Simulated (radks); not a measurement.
Fractional charge and spin in the 4s shell of calcium: the spin-up occupation runs from 0 to 1 and the spin-down occupation from 0 to 1; the fullest corner is Ca, [Ar] 4s(up 1, down 1). Calculated with a radial shooting solver on a logarithmic mesh with Libxc functionals: non-relativistic Kohn-Sham, r2SCAN, spin-polarised, spherical densities, point nucleus; meta-GGA in the generalised Kohn-Sham scheme. Energy (eV) minus the two flat planes that join the four corners (they meet along the diagonal where the two added fractions sum to one electron); zero is where a piecewise linear energy would lie.

down \ up,0,0.25,0.5,0.75,1
0,0.000,-0.348,-0.517,-0.411,0.000
0.25,-0.348,-0.322,-0.115,0.358,-0.340
0.5,-0.517,-0.115,0.473,-0.143,-0.475
0.75,-0.411,0.358,-0.143,-0.391,-
1,0.000,-0.340,-0.475,-,0.000

Corners above the fullest one (they belong to Ca+ and the next ion): (up 1, down 0) 5.811 eV, (up 0, down 1) 5.811 eV, (up 0, down 0) 17.484 eV. With half an added electron in each spin the energy lies 0.473 eV from the planes (fractional-spin error, the static-correlation error of a stretched bond), and with half an added electron in spin up alone -0.517 eV (fractional-charge error). For a frontier s shell over closed shells the exact functional lies on the planes.
